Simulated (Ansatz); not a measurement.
The cluster Fe3S2. The state is a singlet with charge 0. Geometry B3LYP-D4/def2-SVP; atoms count from 1.

```xyz
5

Fe    0.3887   -0.6208    0.8517
Fe    0.4393   -0.8765   -1.1771
Fe   -0.7065    0.6922   -0.5329
S    -1.6374   -0.0479    1.2491
S     1.5159    0.8530   -0.3908
```

The restricted singlet is unstable towards broken spin symmetry in Hartree–Fock (as tested in another run); at PBE0-D4/def2-TZVP this wasn't settled. Another isomer (singlet) lies 0.31 eV lower at PBE0-D4/def2-TZVP; other spin states weren't run for this one.

Q: Estimate the Mulliken populations from the PBE0/def2-TZVP orbitals of Ansatz.

A: 
| atom | charge (e) | d electrons |
| --- | --- | --- |
| Fe1 | 0.32 | 6.88 |
| Fe2 | 0.23 | 6.99 |
| Fe3 | 0.32 | 6.88 |
| S4 | -0.50 | – |
| S5 | -0.38 | – |
Mulliken values depend strongly on the basis.

Q: And the Mayer bond orders between heavy atoms (over 0.3)?

A: Fe1–Fe2 1.58 (2.05 Å); Fe1–Fe3 0.95 (2.20 Å); Fe1–S4 1.05 (2.14 Å); Fe1–S5 0.82 (2.23 Å); Fe2–Fe3 1.58 (2.05 Å); Fe2–S5 0.87 (2.18 Å); Fe3–S4 1.05 (2.14 Å); Fe3–S5 0.82 (2.23 Å).
